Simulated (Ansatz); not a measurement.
Species: CH2N, net charge 0, doublet state. It need not be the lowest isomer of its formula. 
Coordinates optimised at B3LYP-D3(BJ)/def2-TZVP (Ansatz, an electronic-structure program):
```
C
N 1 1.2170
H 2 1.0264 1 122.80
H 1 1.0983 2 134.02 3 0.00
```
Charge 0, spin multiplicity 2.

Property: atomisation energy (electronic, to ground-state atoms), in eV. Cores are frozen in the correlated levels unless marked. UHF or UKS for open shells. Spin-orbit coupling is left out. Non-relativistic. The coupled-cluster limit lacks core correlation, which all-electron functionals hold. CBS(X,Y): correlation extrapolated as X^-3; Hartree-Fock from the larger set.

| level | program | atomisation energy (eV) |
|---|---|---|
| HF/cc-pVTZ | Ansatz | 9.23 |
| HF/def2-TZVPP | Ansatz | 9.26 |
| BLYP/def2-TZVPD | Ansatz | 14.82 |
| MP2/def2-QZVPPD | Ansatz | 14.20 |

**Question.** What does CCSD(T)/CBS(def2-TZVPPD,def2-QZVPPD) (Ansatz) give?

**Answer.** 14.27 eV
